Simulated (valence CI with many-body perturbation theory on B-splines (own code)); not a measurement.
Results of a calculation; reference values are marked as such.
**Energy levels of Fe²¹⁺**

Level of theory: configuration interaction combined with many-body perturbation theory (CI+MBPT): three valence electrons over a frozen Dirac-Fock core [He], a basis of 11 s, 11 p, 10 d, 8 f, 5 g, 2 h functions for each j, with the one-electron correlation potential Σ1, the two-electron term Σ2, the three-electron term Σ3, Breit, model QED; selected CI, second order for the rest, scaled by the run's own slope (own B-spline code, finite nucleus).

No measured levels were compared; by estimate levels of excited configurations hold to 0.05 to 0.15 % of their energy, terms of the ground configuration to about 0.5 %.

Levels 46 to 90 of 205, with energies above the lowest level, 2s²2p ²P°_1/2. "Leading %" is the weight of the configuration and term that name the level; weights of strongly mixed levels are sums over their largest components and can fall short. In the jj column 3d3/2^4 stands for four electrons in 3d with j = 3/2.

```tsv
No.	Configuration	Term	J	E (× 10³ cm⁻¹)	Leading %	Second component	g	Leading jj
46	2s2p3s	²P°	3/2	8890.8	83	4 % 2s2p3d ²P°	1.318	2s 2p3/2 3s (71 %)
47	2s2p3d	²D°	3/2	8918.5	68	12 % 2s2p3d ²P°	0.890	2s 2p1/2 3d5/2 (28 %)
48	2s2p3d	⁴F°	9/2	8931.6	100		1.331	2s 2p3/2 3d5/2 (100 %)
49	2s2p3d	²D°	5/2	8932.7	42	28 % 2s2p3d ²F°	1.137	2s 2p1/2 3d5/2 (42 %)
50	2s2p3d	⁴D°	7/2	8960.2	78	20 % 2s2p3d ⁴F°	1.386	2s 2p3/2 3d5/2 (60 %)
51	2s2p3d	⁴D°	5/2	8970.8	50	35 % 2s2p3d ⁴P°	1.387	2s 2p3/2 3d3/2 (65 %)
52	2s2p3d	⁴P°	3/2	8977.2	68	28 % 2s2p3d ⁴D°	1.561	2s 2p3/2 3d3/2 (84 %)
53	2s2p3d	⁴P°	1/2	8980.7	91	7 % 2s2p3d ⁴D°	2.458	2s 2p3/2 3d3/2 (95 %)
54	2s2p3d	²F°	5/2	9006.3	57	31 % 2s2p3d ²D°	1.041	2s 2p3/2 3d5/2 (66 %)
55	2s2p3d	²P°	3/2	9044.0	78	13 % 2s2p3d ²D°	1.268	2s 2p3/2 3d5/2 (70 %)
56	2s2p3d	²F°	7/2	9060.9	97		1.147	2s 2p3/2 3d3/2 (52 %)
57	2s2p3p	²P	1/2	9065.7	80	9 % 2p²3s ²P	0.781	2s 2p3/2 3p1/2 (63 %)
58	2s2p3p	²D	3/2	9070.6	69	24 % 2s2p3p ²P	0.952	2s 2p3/2 3p1/2 (78 %)
59	2s2p3d	²P°	1/2	9078.9	94		0.661	2s 2p3/2 3d5/2 (91 %)
60	2s2p3p	²D	5/2	9090.0	92		1.206	2s 2p3/2 3p3/2 (72 %)
61	2s2p3p	²P	3/2	9100.6	62	27 % 2s2p3p ²D	1.188	2s 2p3/2 3p3/2 (76 %)
62	2p²3s	⁴P	1/2	9119.9	41	39 % 2s2p3p ²S	2.214	2p1/2^2 3s (47 %)
63	2p²3s	⁴P	1/2	9150.2	46	44 % 2s2p3p ²S	2.211	2s 2p3/2 3p3/2 (38 %)
64	2p²3s	⁴P	3/2	9195.2	95		1.709	2p1/2 2p3/2 3s (94 %)
65	2p²3s	⁴P	5/2	9239.6	79	17 % 2p²3s ²D	1.518	2p1/2 2p3/2 3s (73 %)
66	2s2p3d	²F°	7/2	9245.4	93	4 % 2p²3p ²F°	1.146	2s 2p3/2 3d5/2 (73 %)
67	2s2p3d	²F°	5/2	9247.4	90	5 % 2p²3p ²F°	0.871	2s 2p3/2 3d3/2 (79 %)
68	2p²3s	²P	1/2	9257.4	78	12 % 2s2p3p ²P	0.833	2p1/2 2p3/2 3s (77 %)
69	2s2p3d	²D°	3/2	9258.5	95		0.813	2s 2p3/2 3d3/2 (71 %)
70	2p²3p	⁴D°	1/2	9266.2	46	16 % 2p²3p ²P°	0.731	2p1/2^2 3p1/2 (74 %)
71	2s2p3d	²D°	5/2	9271.5	93	5 % 2s2p3d ²F°	1.186	2s 2p3/2 3d5/2 (80 %)
72	2s2p3d	²P°	1/2	9292.5	83	10 % 2p²3p ⁴D°	0.645	2s 2p3/2 3d3/2 (64 %)
73	2p²3s	²P	3/2	9293.7	48	41 % 2p²3s ²D	1.102	2p1/2 2p3/2 3s (87 %)
74	2s2p3d	²P°	3/2	9295.5	83	5 % 2p²3p ⁴D°	1.333	2s 2p3/2 3d5/2 (64 %)
75	2p²3p	⁴D°	3/2	9318.3	65	15 % 2p²3p ⁴P°	1.291	2p1/2^2 3p3/2 (48 %)
76	2p²3p	²S°	1/2	9329.0	44	34 % 2p²3p ⁴D°	1.438	2p1/2 2p3/2 3p1/2 (88 %)
77	2p²3p	²D°	3/2	9360.7	38	30 % 2p²3p ⁴P°	1.240	2p1/2 2p3/2 3p1/2 (72 %)
78	2p²3p	⁴D°	5/2	9371.6	88	7 % 2p²3p ⁴P°	1.367	2p1/2 2p3/2 3p3/2 (74 %)
79	2p²3s	²D	5/2	9383.2	76	19 % 2p²3s ⁴P	1.275	2p3/2^2 3s (74 %)
80	2p²3p	⁴P°	1/2	9387.4	65	21 % 2p²3p ²S°	2.252	2p1/2 2p3/2 3p3/2 (82 %)
81	2p²3p	⁴P°	5/2	9390.6	45	44 % 2p²3p ²D°	1.352	2p1/2 2p3/2 3p1/2 (58 %)
82	2p²3s	²D	3/2	9402.7	54	37 % 2p²3s ²P	1.043	2p3/2^2 3s (88 %)
83	2p²3p	²D°	3/2	9406.1	55	33 % 2p²3p ⁴P°	1.198	2p1/2 2p3/2 3p3/2 (94 %)
84	2p²3p	⁴D°	7/2	9415.8	80	18 % 2p²3p ²F°	1.370	2p1/2 2p3/2 3p3/2 (74 %)
85	2p²3d	⁴F	3/2	9443.7	70	12 % 2p²3d ⁴D	0.615	2p1/2^2 3d3/2 (78 %)
86	2p²3p	⁴S°	3/2	9458.1	56	40 % 2p²3p ²P°	1.701	2p1/2 2p3/2 3p3/2 (68 %)
87	2p²3d	⁴F	5/2	9468.2	58	24 % 2p²3d ⁴D	1.137	2p1/2^2 3d5/2 (64 %)
88	2p²3p	²P°	3/2	9468.8	52	20 % 2p²3p ⁴S°	1.429	2p1/2 2p3/2 3p1/2 (45 %)
89	2p²3p	⁴P°	5/2	9470.9	34	29 % 2p²3p ²F°	1.238	2p1/2 2p3/2 3p3/2 (48 %)
90	2p²3p	²P°	1/2	9502.6	75	15 % 2p²3p ²S°	0.856	2p3/2^2 3p3/2 (54 %)
```

Names give the largest LS component (configuration and term), which can be under half, so a name can repeat, a term be missing and a line seem to break the LS rules; names also repeat where a configuration has a term twice.
